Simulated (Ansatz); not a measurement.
`[NH2][Zn][O][SiH3]` + H–F → `[F][Zn][O][SiH3]` + NH₃ at 500 K and 1 bar (ligand exchange at a Zn–N bond).

Gas-phase electronic energies from Ansatz, PBE0-D4/def2-TZVP geometries. CCSD(T)/CBS is the MP2 limit (def2-TZVPP, def2-QZVPP) plus CCSD(T) − MP2 in def2-TZVPP, frozen cores. This one scheme is used for every species. For Zn outer-core shells are correlated without core-valence functions, which leaves a few kJ/mol of doubt a bond. Scalar relativity is left out up to krypton. One conformer a species, not always the lowest.

```csv
species,CCSD(T)/CBS energy (Eh),H − E (kJ/mol),S (J/(mol·K))
`[NH2][Zn][O][SiH3]`,-2200.41345,188.4,436.6
H–F,-100.39570,39.4,188.7
`[F][Zn][O][SiH3]`,-2244.31866,121.2,400.6
NH₃,-56.50880,108.2,211.8
```

H − E and S are ideal-gas, rigid-rotor, harmonic terms from PBE0-D4/def2-TZVP, for one conformer and one mirror image of each species. 1 Eh = 2625.50 kJ/mol, R = 8.31446 J/(mol·K).

Question: By hand: ΔE, ΔH, ΔS and ΔG.

Answer: ΔE = (-2244.31866) + (-56.50880) − (-2200.41345) − (-100.39570) = -0.01831 Eh = -48.1 kJ/mol. Δ(H − E) = 121.2 + 108.2 − 188.4 − 39.4 = 1.6, so ΔH = -46.5 kJ/mol. ΔS = 400.6 + 211.8 − 436.6 − 188.7 = -12.9 J/(mol·K). ΔG = -46.5 − 500 × (-12.9)/1000 = -40.0 kJ/mol.

Question: By hand: the equilibrium constant, and the temperature at which ΔG would vanish if ΔH and ΔS stayed fixed.

Answer: log₁₀ K = −ΔG/(RT ln 10) = 4.2. ΔG = 0 at ΔH/ΔS = 3605 K, far beyond where these terms or the molecules hold.

The number of gas molecules stays the same, so ΔS is small and ΔH decides. A doubt of 5 kJ/mol in ΔE shifts log₁₀ K by 0.5 here. Other conformers and mirror images would add mixing entropy, several J/(mol·K) or more a flexible species. Modes under 60 cm⁻¹, often nearly free rotors, make the harmonic entropy too high. These are equilibria of isolated gas molecules and say nothing of rates. Largest T1 diagnostic: 0.017 (customary marks: 0.02 for closed shells, 0.045 for open ones).
